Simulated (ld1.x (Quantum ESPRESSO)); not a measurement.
# An all-electron radial function and its pseudo partner (aluminium)

Columns: radius, all-electron u(r) and pseudo u(r) of the 3p shell (level -2.81 eV) of aluminium in the configuration [Ne] 3s2 3p1; BP86, scalar-relativistic, TM scheme, ld1.x (Quantum ESPRESSO) 7.5.

```json
{"r (bohr)": "0.120", "all-electron": "0.0939", "pseudo": "-0.0033"}
{"r (bohr)": "0.240", "all-electron": "0.1877", "pseudo": "-0.0129"}
{"r (bohr)": "0.360", "all-electron": "0.2151", "pseudo": "-0.0288"}
{"r (bohr)": "0.480", "all-electron": "0.1898", "pseudo": "-0.0507"}
{"r (bohr)": "0.600", "all-electron": "0.1336", "pseudo": "-0.0779"}
{"r (bohr)": "0.720", "all-electron": "0.0621", "pseudo": "-0.1100"}
{"r (bohr)": "0.840", "all-electron": "-0.0146", "pseudo": "-0.1461"}
{"r (bohr)": "0.960", "all-electron": "-0.0906", "pseudo": "-0.1856"}
{"r (bohr)": "1.080", "all-electron": "-0.1626", "pseudo": "-0.2274"}
{"r (bohr)": "1.200", "all-electron": "-0.2289", "pseudo": "-0.2704"}
{"r (bohr)": "1.320", "all-electron": "-0.2887", "pseudo": "-0.3134"}
{"r (bohr)": "1.440", "all-electron": "-0.3418", "pseudo": "-0.3553"}
{"r (bohr)": "1.560", "all-electron": "-0.3884", "pseudo": "-0.3950"}
{"r (bohr)": "1.680", "all-electron": "-0.4285", "pseudo": "-0.4312"}
{"r (bohr)": "1.800", "all-electron": "-0.4624", "pseudo": "-0.4633"}
{"r (bohr)": "1.920", "all-electron": "-0.4903", "pseudo": "-0.4905"}
{"r (bohr)": "2.040", "all-electron": "-0.5128", "pseudo": "-0.5128"}
{"r (bohr)": "2.160", "all-electron": "-0.5301", "pseudo": "-0.5301"}
{"r (bohr)": "2.280", "all-electron": "-0.5427", "pseudo": "-0.5427"}
{"r (bohr)": "2.400", "all-electron": "-0.5512", "pseudo": "-0.5512"}
{"r (bohr)": "2.520", "all-electron": "-0.5560", "pseudo": "-0.5560"}
{"r (bohr)": "2.640", "all-electron": "-0.5576", "pseudo": "-0.5576"}
{"r (bohr)": "2.760", "all-electron": "-0.5563", "pseudo": "-0.5563"}
{"r (bohr)": "2.880", "all-electron": "-0.5525", "pseudo": "-0.5525"}
{"r (bohr)": "3.000", "all-electron": "-0.5466", "pseudo": "-0.5466"}
{"r (bohr)": "3.120", "all-electron": "-0.5389", "pseudo": "-0.5389"}
```

Problem. How many radial nodes do the two functions have?

Solution. The all-electron 3p function has n − l − 1 = 1; the pseudo-wave has 0, since the states of the same l below it are removed with the core.

Problem. At about which radius was the pseudo-wave matched?

Solution. 2.25 bohr. The columns agree to 0.0005 from 1.92 bohr on; several derivatives are matched, so the curves merge somewhat inside the radius.

Problem. Is the pseudo-wave norm-conserving?

Solution. Yes: the TM scheme keeps the norm inside the radius equal to the all-electron one, which fixes the energy derivative of the logarithmic derivative at the level.
